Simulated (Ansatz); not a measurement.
Computed with Ansatz on PBE0-D4/def2-TZVP structures; ΔE is electronic, products minus reactants. CCSD(T)/CBS adds triple-zeta CCSD(T) − MP2 to the extrapolated MP2 energy (def2 sets, frozen cores). This one scheme is used for every species. Functionals use def2-TZVPP. For Se outer-core shells are correlated without core-valence functions, which leaves a few kJ/mol of doubt a bond. Scalar relativity is left out up to krypton. One conformer a species, not always the lowest.

Consider the cleavage of the Si–Al bond: `C[Si](C)(F)[AlH2]` + H₂Se → `C[Si](C)(F)[SeH]` + `[AlH3]`.

CCSD(T)/CBS gives -0.89 eV.

Another level gave -0.82 eV. Which?
A. CAM-B3LYP-D4/def2-TZVPP
B. LC-ωPBE/def2-TZVPP
C. BHLYP-D4/def2-TZVPP
D. LDA (SPW92)/def2-TZVPP

B. LC-ωPBE -0.82, BHLYP-D4 -0.91, LDA (SPW92) -0.76, CAM-B3LYP-D4 -0.86 eV.

Largest T1 diagnostic among the species: 0.011.

From BLYP to BHLYP (50 % exact exchange), in def2-TZVPP and without D4, ΔE moves by −0.13 eV. At CCSD(T), def2-SVP lies +0.11 eV from the extrapolated value and def2-TZVPP +0.04 eV.
